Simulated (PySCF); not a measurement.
Species: C5H5N2O2 (doublet state).
Z-matrix (Å and degrees, GFN2-xTB geometry), rows numbered from 1:
```
C 
C   1  1.3627
C   2  1.4209  1  131.33
N   3  1.3355  2  111.06  1  -179.99
C   4  1.3180  3  105.88  2    -0.02
O   5  1.3486  4  121.95  3  -179.99
C   6  1.3314  5  122.18  4  -179.89
O   7  1.2015  6  127.06  5    -0.02
N   5  1.3583  4  112.63  3     0.01
H   1  1.0737  2  121.37  3  -179.96
H   1  1.0719  2  120.21  3     0.04
H   3  1.0702  2  127.80  1     0.01
H   7  1.0985  6  108.20  5   179.98
H   9  1.0096  2  127.65  1     0.07
```

The hyperfine couplings belong to this conformer and change with its torsions.

As a line formula: `[CH2]c1cnc(OC=O)[nH]1` [radical].

Method used: UKS B3LYP, pcH-1 on C H N O, non-relativistic, mean-field spin-orbit, GIAO (PySCF). Isolated species at its GFN2-xTB geometry (one conformer only). The geometry wasn't refined by DFT: couplings that depend on bond lengths, twists or pyramidal angles can differ widely from those at the functional's own minimum. Stability of the SCF solution: not tested.

(1) What is the g tensor, term by term?

(2) Average each term over the three axes. Which is largest in size?

(3) At 9.522 GHz, how far is the centre of the isotropic spectrum from where a free electron (g = 2.002319) resonates?

(4) In a frozen sample, at which fields do the three g values resonate at 9.5, 34, 94 and 263 GHz (hyperfine left aside), and which band first spreads them over more than twice a line width of 1.0 mT?

Answers

(1) 
```csv
Δg (ppm),1,2,3
relativistic mass correction,-157,-157,-157
gauge correction,0,42,28
orbital Zeeman/spin–orbit,-11,300,1019
total,-169,185,890
```

So g = 2.00215, 2.00250, 2.00321 and g_iso = 2.00262; the tensor is rhombic: the two nearest values differ by 33 % of g3 − g1. Axes: g1 is normal to the molecular plane, g2 points within 6° of the C1–C2 bond and g3 points within 1° of the N4–C5 bond.

(2) The orbital-Zeeman/spin–orbit term 436, the mass correction -157 and the gauge correction 24 ppm, for a total of 302 ppm. The orbital-Zeeman/spin–orbit term is the largest in size. The mass correction is the same along every axis, so the anisotropy comes from the other two: their spans along these axes are 42 (gauge) and 1030 ppm (orbital Zeeman/spin–orbit).

(3) B = hν/(g μB) with μB/h = 13.99624 MHz/mT gives 339.77 mT for the free electron and 339.72 mT at g_iso, 0.05 mT lower.

(4) 
```
band    GHz  B(g3) mT  B(g2) mT  B(g1) mT  spread mT
   X    9.5    338.83    338.95    339.01       0.18
   Q   34.0   1212.67   1213.09   1213.31       0.64
   W   94.0   3352.66   3353.84   3354.44       1.77
   J  263.0   9380.32   9383.63   9385.29       4.96
```

The spread grows in proportion to the frequency. J band is the first where it exceeds 2.0 mT.

Largest spin populations (Mulliken): C1 (+0.68), C3 (+0.37), C5 (+0.20) and C2 (-0.18). Three atoms exceed +0.15. The angles at C1 add up to 360.0°, so it is planar; its axial dipolar tensor and the negative couplings of its protons fit spin in a p orbital normal to that plane.

The HOMO–LUMO gaps are 3.66 eV among the α and 4.80 eV among the β orbitals.
